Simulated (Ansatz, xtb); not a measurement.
**Two isomers of H9NO2Si3**

Structure X is `O[SiH2]N([SiH3])[SiH2]O`, a singlet and structure Y is `N[SiH2]O[SiH2]O[SiH3]`, a singlet. Both are isolated molecules in the gas phase, relaxed with PBE0-D3(BJ)/def2-SVP, each in the lowest conformer that the search found.

Quicker runs give these differences E(Y) − E(X): GFN2-xTB −41.0 kcal/mol; HF/STO-3G −6.5 kcal/mol (at GFN2-xTB geometries); r2SCAN-D4/def2-SVP −19.6 kcal/mol (at GFN2-xTB geometries).

Question: Estimate E(Y) − E(X) at the level CCSD(T)/def2-SVP + ΔMP2/def2-TZVPP.

Answer: Calculated at CCSD(T)/def2-SVP + ΔMP2/def2-TZVPP: E(Y) − E(X) = −23.9 kcal/mol, so structure Y lies lower.

Level by level:

```
                             level              geometry  E(Y) − E(X) (kcal/mol)  departure from the last row (kcal/mol)  job, with rough time for the two
                          GFN2-xTB              GFN2-xTB                     −41.0                                   −17.1              optimisation, 0.71 s
                         HF/STO-3G              GFN2-xTB                      −6.5                                   +17.5              single point, 0.34 s
                r2SCAN-D4/def2-SVP              GFN2-xTB                     −19.6                                    +4.3               single point, 3.8 s
              PBE0-D3(BJ)/def2-SVP  PBE0-D3(BJ)/def2-SVP                     −20.5                                    +3.5                optimisation, 97 s
                       HF/def2-SVP  PBE0-D3(BJ)/def2-SVP                     −28.7                                    −4.8           part of the CCSD(T) run
                      MP2/def2-SVP  PBE0-D3(BJ)/def2-SVP                     −22.3                                    +1.6           part of the CCSD(T) run
                  CCSD(T)/def2-SVP  PBE0-D3(BJ)/def2-SVP                     −22.3                                    +1.6                      single point
CCSD(T)/def2-SVP + ΔMP2/def2-TZVPP  PBE0-D3(BJ)/def2-SVP                     −23.9                                                        single point, 47 s
```

As drawn, Y has 2 O–Si, 2 N–H in place of 2 N–Si, 2 O–H.

The levels shown agree on the order. The largest departure from CCSD(T)/def2-SVP + ΔMP2/def2-TZVPP is that of HF/STO-3G, 17.5 kcal/mol. The last row adds to CCSD(T) the change of the MP2 difference between the two basis sets, here −1.6 kcal/mol.

With thermal terms from frequencies at re-optimised GFN2-xTB minima (ideal gas, soft modes damped towards free rotors, one conformer each, 298.15 K, 1 atm): the zero-point term adds +0.4 kcal/mol; ΔH is −23.2 and ΔG −24.7 kcal/mol.

The correlated steps freeze 18 core orbitals. Codes used: Ansatz 0.2.0, xtb 6.7.1; the last row on 4 threads of Arm Neoverse V2 on a shared host.
